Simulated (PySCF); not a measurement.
Computed IR spectrum (relative IR intensity) of a molecule CH9ClSi3. The structure is a stationary point at PBE-D3(BJ)/def2-SVP. The values are those of a single conformer. Level of theory: PBE-D3(BJ)/def2-SVP run with PySCF. Frequencies are harmonic and unscaled.

```json
[
 {"ν (cm⁻¹)": "153", "relative intensity": "2.7"},
 {"ν (cm⁻¹)": "480", "relative intensity": "27"},
 {"ν (cm⁻¹)": "506", "relative intensity": "11"},
 {"ν (cm⁻¹)": "538", "relative intensity": "6.0"},
 {"ν (cm⁻¹)": "695", "relative intensity": "13"},
 {"ν (cm⁻¹)": "763", "relative intensity": "31"},
 {"ν (cm⁻¹)": "767", "relative intensity": "100"},
 {"ν (cm⁻¹)": "822", "relative intensity": "95"},
 {"ν (cm⁻¹)": "842", "relative intensity": "42"},
 {"ν (cm⁻¹)": "897", "relative intensity": "11"},
 {"ν (cm⁻¹)": "901", "relative intensity": "49"},
 {"ν (cm⁻¹)": "1207", "relative intensity": "5.8"},
 {"ν (cm⁻¹)": "1380", "relative intensity": "2.9"},
 {"ν (cm⁻¹)": "2141", "relative intensity": "34"},
 {"ν (cm⁻¹)": "2145", "relative intensity": "28"},
 {"ν (cm⁻¹)": "2159", "relative intensity": "72"},
 {"ν (cm⁻¹)": "2170", "relative intensity": "4.2"},
 {"ν (cm⁻¹)": "2173", "relative intensity": "61"}
]
```

Pick the molecule that these values belong to.
(A) [SiH3][SiH2]C[SiH2]Cl
(B) C[Si]([SiH3])([SiH3])Cl
(C) [SiH3]C[SiH2][SiH2]Cl
(D) [SiH3]C([SiH3])[SiH2]Cl

B, C[Si]([SiH3])([SiH3])Cl
